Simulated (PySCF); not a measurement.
# Diatomics with 72 electrons

PBE in PySCF with x2c-SVPall on every atom, spin-free X2C, for the lowest determinant that a PBE0 search found; no spin–orbit coupling. All have 72 electrons, 8 of them in the valence shells, and the same state, a singlet (closed shell). For ions De leads to the atom and ion picked by measured ionisation energies and electron affinities.

| species | difference of nuclear charges | Re (Å) | ωe (cm⁻¹) | k (mdyn/Å) | De (eV) | dissociates to | Mayer bond order |
| --- | --- | --- | --- | --- | --- | --- | --- |
| CaTe | 32 | 2.649 | 305 | 1.67 | 2.95 | Ca + Te | 2.35 |
| KI | 34 | 3.059 | 186 | 0.606 | 3.31 | K + I | 0.82 |
| BaS | 40 | 2.527 | 378 | 2.18 | n/a | Ba + S | 2.25 |
| CaI⁺ | 33 | 2.686 | 295 | 1.56 | 3.55 | Ca⁺ + I | 1.57 |

Which member of the whole set has the stiffest bond, and how does it compare with the softest?

BaS with k = 2.18 mdyn/Å, 3.6 times that of KI.

Spin–orbit coupling is left out, which matters for elements this heavy, above all for dissociation energies. For an ion De counts to the pair picked by the measured ionisation energies or electron affinities, which need not be the lowest pair at this level.
